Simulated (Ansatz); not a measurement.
Molecule: GeH5, charge -1, multiplicity 1. 
Coordinates optimised at B3LYP-D3(BJ)/def2-TZVP (Ansatz, a program for electronic structure):
```
Ge
H 1 1.5902
H 1 1.5902 2 120.00
H 1 1.5902 2 120.00 3 180.00
H 1 1.7253 2 90.00 3 90.00
H 1 1.7253 2 90.00 5 -180.00
```
Charge -1, spin multiplicity 1.

Basis-set convergence of Hartree-Fock and CCSD(T) correlation energies (hartree) with Ansatz. Cores are frozen in the correlated levels unless marked. Spin-orbit coupling is left out. The frozen core is the preceding noble-gas configuration, with the filled d and f shells of earlier blocks. No relativistic terms. This anion needs diffuse functions, which these sets lack.

```csv
basis,functions,E(HF),"E(corr, CCSD(T))"
cc-pVDZ,52,-2078.13598,-0.18253
cc-pVTZ,113,-2078.21627,-0.21841
cc-pVQZ,218,(withheld),(withheld)
```

Question: Complete the blanks.

Answer: 
- cc-pVQZ, E(HF): -2078.22201
- cc-pVQZ, E(corr, CCSD(T)): -0.22849
